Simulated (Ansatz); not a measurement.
`[CH3][Mo](=[S])(=[S])[Cl]` + HCl → `[S]=[Mo](=[S])([Cl])[Cl]` + CH₄ at 600 K and 1 bar (ligand exchange at a Mo–C bond).

Calculated with Ansatz (gas phase, PBE0-D4/def2-TZVP geometries, no zero-point term in ΔE). CCSD(T)/CBS is the MP2 limit (def2-TZVPP, def2-QZVPP) plus CCSD(T) − MP2 in def2-TZVPP, frozen cores. This one scheme is used for every species. def2 core potentials past Kr. For Mo outer-core shells are correlated without core-valence functions, which leaves a few kJ/mol of doubt a bond.

| species | CCSD(T)/CBS energy (Eh) | H − E (kJ/mol) | S (J/(mol·K)) |
| --- | --- | --- | --- |
| `[CH3][Mo](=[S])(=[S])[Cl]` | -1363.45399 | 166.7 | 460.2 |
| HCl | -460.38127 | 35.4 | 207.2 |
| `[S]=[Mo](=[S])([Cl])[Cl]` | -1783.42327 | 67.7 | 430.1 |
| CH₄ | -40.46206 | 140.4 | 215.7 |

H − E and S are ideal-gas, rigid-rotor, harmonic terms from PBE0-D4/def2-TZVP. 1 Eh = 2625.50 kJ/mol, R = 8.31446 J/(mol·K).

Problem. By hand: ΔE, ΔH, ΔS and ΔG.

Solution. ΔE = (-1783.42327) + (-40.46206) − (-1363.45399) − (-460.38127) = -0.05007 Eh = -131.5 kJ/mol. Δ(H − E) = 67.7 + 140.4 − 166.7 − 35.4 = 6.0, so ΔH = -125.5 kJ/mol. ΔS = 430.1 + 215.7 − 460.2 − 207.2 = -21.6 J/(mol·K). ΔG = -125.5 − 600 × (-21.6)/1000 = -112.5 kJ/mol.

Problem. By hand: the equilibrium constant, and the temperature at which ΔG would vanish if ΔH and ΔS stayed fixed.

Solution. log₁₀ K = −ΔG/(RT ln 10) = 9.8. ΔG = 0 at ΔH/ΔS = 5810 K, far beyond where these terms or the molecules hold.

ΔH outweighs TΔS. A doubt of 5 kJ/mol in ΔE shifts log₁₀ K by 0.4 here. These are equilibria of isolated gas molecules and say nothing of rates. Largest T1 diagnostic: 0.025 (customary marks: 0.02 for closed shells, 0.045 for open ones).
